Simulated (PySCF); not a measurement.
Two species compared at the same levels of theory.

First species: CH4GeO2.
Z-matrix (Å and degrees, PBE0-D3(BJ)/def2-SVP geometry), rows numbered from 1:
```
O 
C   1  1.2001
O   2  1.3400  1  123.04
Ge  2  1.9934  1  124.64  3  -178.40
H   3  0.9740  2  106.81  1    -0.26
H   4  1.5353  2  110.31  1  -142.58
H   4  1.5323  2  107.33  1   -21.15
H   4  1.5365  2  107.53  1    97.68
```

Second species: TiH2Cl2 (singlet state).
SMILES: `[H][Ti]([H])([Cl])[Cl]`

Levels: wB97X-D/def2-SVPD for dipole moment, HOMO energy, LUMO energy, HOMO–LUMO gap, static isotropic polarisability and electronic spatial extent ⟨r²⟩ about the centre of nuclear charge; TDDFT wB97X-D/def2-SVPD for lowest singlet excitation; TDA wB97X-D/def2-SVPD for lowest triplet excitation (Tamm–Dancoff); PBE0-D3(BJ)/def2-SVP for rotational constant A and rotational constant C. Geometries: PBE0-D3(BJ)/def2-SVP. Each structure is a single optimised conformer of the isolated species, non-relativistic unless stated; the electronic structure was computed with PySCF and density fitting.

The conformers computed, where there is a choice (atom-mapped SMILES and torsion angles):
- `[O:1]=[C:2]([OH:3])[GeH3:4]`: H–O3–C2–O1 0°

Values for the first species:

- Dipole moment: 1.54 D
- HOMO energy: -9.88 eV
- LUMO energy: 1.14 eV
- HOMO–LUMO gap: 11.02 eV
- Lowest singlet excitation: 5.25 eV
- Lowest triplet excitation (Tamm–Dancoff): 4.64 eV
- Static isotropic polarisability: 52.2 au
- Electronic spatial extent ⟨r²⟩ about the centre of nuclear charge: 504 bohr²
- Rotational constant A: 10.672 GHz
- Rotational constant C: 2.270 GHz

Estimate the same properties for the second species, and the change in each.

```
                                                         property       first      second  second less first
                                                    dipole moment      1.54 D      0.38 D            -1.16 D
                                                      HOMO energy    -9.88 eV   -11.53 eV           -1.65 eV
                                                      LUMO energy     1.14 eV    -1.75 eV           -2.89 eV
                                                    HOMO–LUMO gap    11.02 eV     9.78 eV           -1.24 eV
                                        lowest singlet excitation     5.25 eV     3.28 eV           -1.97 eV
                         lowest triplet excitation (Tamm–Dancoff)     4.64 eV     2.93 eV           -1.71 eV
                                  static isotropic polarisability     52.2 au     67.8 au           +15.6 au
electronic spatial extent ⟨r²⟩ about the centre of nuclear charge   504 bohr²   615 bohr²         +111 bohr²
                                            rotational constant A  10.672 GHz  12.370 GHz         +1.698 GHz
                                            rotational constant C   2.270 GHz   1.781 GHz         -0.489 GHz
```

On the first: No computed singlet falls in the visible range (750 to 380 nm, 1.65 to 3.26 eV); S1 lies 1.99 eV above its blue end. The vertical singlet–triplet gap S1 − T1 is 0.61 eV (TDDFT singlet less Tamm–Dancoff triplet; S1: HOMO→LUMO, weight 0.94; T1: HOMO→LUMO, weight 0.94). The calculation is non-relativistic and has no spin–orbit coupling, an omission that weighs most on germanium.

On the second: S1 lies 6.50 eV below the HOMO–LUMO gap; its leading configuration is HOMO→LUMO, weight 0.92. The vertical singlet–triplet gap S1 − T1 is 0.35 eV (TDDFT singlet less Tamm–Dancoff triplet; S1: HOMO→LUMO, weight 0.92; T1: HOMO→LUMO, weight 0.92).
